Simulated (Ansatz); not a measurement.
Relaxation of C2H5ClOSi (10 atoms, charge 0, multiplicity 1), to a largest force component of 0.015 eV/Å in at most 40 steps.

Theory: RKS r2SCAN-D4/6-31G (Ansatz 0.2.0).

```xyz
10
Properties=species:S:1:pos:R:3:forces:R:3
O -0.972 0.027 1.797 -3.28 0.62 1.42
Si 0.403 -0.200 0.984 2.60 0.36 1.97
Cl 0.584 -2.228 0.864 0.53 -3.32 -0.31
C -0.221 0.171 -1.177 -3.70 -0.94 0.01
C 0.839 0.723 -0.458 2.51 4.59 -2.40
H -1.721 -0.555 1.590 -0.51 0.14 0.43
H -1.272 0.502 -0.937 1.05 0.04 -0.62
H -0.197 -0.845 -1.537 0.32 -0.18 -0.61
H 0.818 1.833 -0.280 -0.15 -0.97 0.01
H 1.823 0.521 -0.843 0.63 -0.33 0.09
```

**Question.** Where does it end, and by what steps?

**Answer.** The forces met the threshold. Limits of this set-up: no polarisation functions. After 29 steps the energy has fallen by 2.077 eV; Si2 moved furthest, 0.77 Å. Parted: Si2–C4, Si2–C5.

| step | energy less start (eV) | largest force component (eV/Å) | accepted |
| --- | --- | --- | --- |
| 0 | 0.0000 | 4.586 | yes |
| 2 | -1.4930 | 1.658 | yes |
| 4 | -1.9147 | 1.256 | yes |
| 6 | -2.0220 | 0.964 | yes |
| 8 | -2.0599 | 0.210 | yes |
| 10 | -2.0694 | 0.168 | yes |
| 12 | -2.0725 | 0.055 | yes |
| 14 | -2.0733 | 0.104 | yes |
| 16 | -2.0740 | 0.128 | yes |
| 18 | -2.0748 | 0.104 | yes |
| 20 | -2.0760 | 0.052 | yes |
| 22 | -2.0766 | 0.075 | yes |
| 24 | -2.0769 | 0.045 | yes |
| 26 | -2.0770 | 0.038 | yes |
| 28 | -2.0770 | 0.018 | yes |
| 29 | -2.0771 | 0.009 | yes |

```xyz
10
Properties=species:S:1:pos:R:3
O -1.258 -0.228 1.936
Si 0.443 -0.127 1.754
Cl 0.855 -2.286 1.053
C -0.285 0.337 -1.245
C 0.913 0.847 -0.898
H -1.855 -0.969 1.729
H -1.188 0.944 -1.236
H -0.395 -0.708 -1.527
H 1.035 1.895 -0.634
H 1.818 0.243 -0.929
```

The run took 3.1 min on 1 thread of Arm Neoverse V1, with other jobs on the host, peak memory 0.18 GiB.
